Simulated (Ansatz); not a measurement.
Mulliken charges of CH$_{3}$O$_{2}$Sb, SMILES `[OH][Sb]1[CH2][O]1` from B3LYP/def2-TZVPP in Ansatz (PBE0-D4/def2-TZVP geometry).

```tsv
atom	x (Å)	y (Å)	z (Å)	charge (e)
O1	-1.672	0.709	-1.024	-0.539
Sb2	-0.395	-0.766	-1.166	0.866
C3	0.918	-0.268	0.419	-0.250
O4	-0.102	-1.146	0.793	-0.459
H5	-1.463	1.336	-0.325	0.184
H6	0.845	0.744	0.824	0.093
H7	1.929	-0.678	0.434	0.105
```

Q: By hand: the dipole of these point charges (1 e Å = 4.8032 D).

A: Σ q r = (0.388, -0.209, -0.864) e Å, of length 0.970 e Å = 4.66 D.

Q: How does the dipole of the full density compare? (Best estimate.)

A: Ansatz gave: (0.357, 0.118, -0.252) e Å, 2.17 D; the point charges give 2.15 times that, at 41° from its direction.

Point charges leave out the atoms' own dipoles, such as those of lone pairs, and Mulliken's split depends on the basis, so the two needn't agree.

B3LYP here is the variant with VWN-RPA as its local correlation; programs differ in this.
